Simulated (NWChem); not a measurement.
System: CH₄BrInO; SMILES [CH3][In]([OH])[Br]

NWChem printed, in part:

```
             Northwest Computational Chemistry Package (NWChem) 7.3.0
             --------------------------------------------------------

 C1  symmetry detected

                             Geometry "geometry" -> ""
                             -------------------------

 Output coordinates in angstroms (scale by  1.889725989 to convert to a.u.)

  No.       Tag          Charge          X              Y              Z
 ---- ---------------- ---------- -------------- -------------- --------------
    1 In                  49.0000    -0.01103448    -0.66561361    -0.00013463
    2 Br                  35.0000     0.09287157     1.83305514     0.00006897
    3 C                    6.0000     1.56526381    -2.22136657     0.00041820
    4 H                    1.0000     2.15056499    -2.12843480    -0.90955527
    5 H                    1.0000     1.03441279    -3.16658099     0.03477255
    6 H                    1.0000     2.19476160    -2.08680776     0.87495186
    7 O                    8.0000    -1.86473199    -1.27615320     0.00053321
    8 H                    1.0000    -2.56328191    -0.62261440    -0.00276121

 Effective nuclear repulsion energy (a.u.)     686.4145616607

                                Z-matrix (autoz)
                                --------

 Units are Angstrom for bonds and degrees for angles

[...]

      ----------------------
      Optimization converged
      ----------------------

  Step       Energy      Delta E   Gmax     Grms     Xrms     Xmax
  ---- ---------------- -------- -------- -------- -------- --------
@    9   -2879.26240840 -3.2D-07  0.00005  0.00002  0.00020  0.00048
                                     ok       ok       ok       ok

                                Z-matrix (autoz)
                                --------

 Units are Angstrom for bonds and degrees for angles

      Type          Name      I     J     K     L     M      Value     Gradient
      ----------- --------  ----- ----- ----- ----- ----- ---------- ----------
    1 Stretch                  1     2                       2.50419   -0.00003
    2 Stretch                  1     3                       2.13621   -0.00002
    3 Stretch                  1     7                       1.99207    0.00004
    4 Stretch                  3     4                       1.09852   -0.00002
    5 Stretch                  3     5                       1.09773   -0.00002
    6 Stretch                  3     6                       1.09840   -0.00002
    7 Stretch                  7     8                       0.96455    0.00005
    8 Bend                     1     3     4               109.04904   -0.00001
    9 Bend                     1     3     5               109.41149    0.00001
   10 Bend                     1     3     6               109.13854   -0.00001
   11 Bend                     1     7     8               112.30844   -0.00000
   12 Bend                     2     1     3               123.78798    0.00000
   13 Bend                     2     1     7               111.71881   -0.00001
   14 Bend                     3     1     7               124.49320    0.00000
   15 Bend                     4     3     5               110.01050    0.00000
   16 Bend                     4     3     6               109.12140    0.00001
   17 Bend                     5     3     6               110.08789    0.00001
   18 Torsion                  2     1     3     4         -61.47792    0.00000
   19 Torsion                  2     1     3     5         178.15705   -0.00000
   20 Torsion                  2     1     3     6          57.64262   -0.00000
   21 Torsion                  2     1     7     8           0.04645    0.00000
   22 Torsion                  3     1     7     8        -179.91537    0.00000
   23 Torsion                  4     3     1     7         118.47941    0.00000
   24 Torsion                  5     3     1     7          -1.88562   -0.00000
   25 Torsion                  6     3     1     7        -122.40005   -0.00000

                         Geometry "geometry" -> "geometry"
                         ---------------------------------

 Output coordinates in angstroms (scale by  1.889725989 to convert to a.u.)

[...]
```

Level: PBE0/def2-SVP with def2 effective core potentials on In. No frequency run checked for a minimum. def2 effective core potentials on In; no spin-orbit coupling.

Write an input that gives this output.

Several could match; the one computed here: the input that was run:
```
start job
memory heap 200 mb stack 900 mb global 1100 mb
geometry units angstroms
  In    -0.600425    -0.047216     0.414673
  Br     1.495739     0.049023    -0.945833
  C     -1.151558    -1.204937     2.220502
  H     -1.117730    -2.263928     1.982470
  H     -2.158521    -0.886876     2.468042
  H     -0.453007    -0.970147     3.018050
  O     -1.952185     1.153470    -0.320209
  H     -1.738424     1.661887    -1.101819
end
basis spherical
  * library def2-svp
end
ecp
  In library def2-ecp
end
dft
  xc pbe0
  iterations 150
end
driver
  maxiter 120
end
task dft optimize
```
